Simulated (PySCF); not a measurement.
# Exercise with solution: dipole moment from atomic charges

Ta(O)(F)(NH2)2 (FH4N2OTa), SMILES [Ta]([NH2])([F])(=[O])[NH2], multiplicity 1. Atoms are numbered in the order given.

```xyz
9

Ta     0.0333    -0.0250     0.0000
O      1.7418     0.1570     0.0000
F     -0.5214    -1.8473     0.0000
N     -0.6069     0.8876    -1.6348
H     -1.5809     1.0224    -1.8962
H     -0.0079     1.3605    -2.3063
N     -0.6069     0.8876     1.6348
H     -0.0079     1.3605     2.3063
H     -1.5809     1.0224     1.8962
```

Coordinates come from a PBE0-D3(BJ)/def2-SVP optimisation. The multiplicity is an assumed one; no other spin state was optimised. The structure was generated by enumeration; whether it is a known compound was not checked. The def2 effective core potentials stand for the cores of Ta; spin–orbit coupling is left out. One conformer was computed; it need not be the lowest.

Charges (e) from PBE/def2-TZVP run with PySCF:

```csv
atom,Mulliken,ESP fit
Ta1,1.274,1.741
O2,-0.473,-0.599
F3,-0.387,-0.423
N4,-0.699,-1.245
H5,0.237,0.445
H6,0.255,0.441
N7,-0.699,-1.245
H8,0.255,0.441
H9,0.237,0.445
```

The dipole moment of the full density is 4.12 D.

Problem. What dipole moment does each set of point charges give, and which comes closer to that of the density?

Solution. 
μ = Σ q r, and 1 e Å = 4.8032 D.
Mulliken: Σ q r = (-0.485, 0.546, 0.000) e Å, |μ| = 3.51 D.
ESP fit: Σ q r = (-0.668, 0.544, 0.000) e Å, |μ| = 4.14 D.
ESP fit comes closer in size. Point charges leave out the atoms' own dipoles (lone pairs, polarised bonds); fits to the potential absorb them, partitions of the density don't.
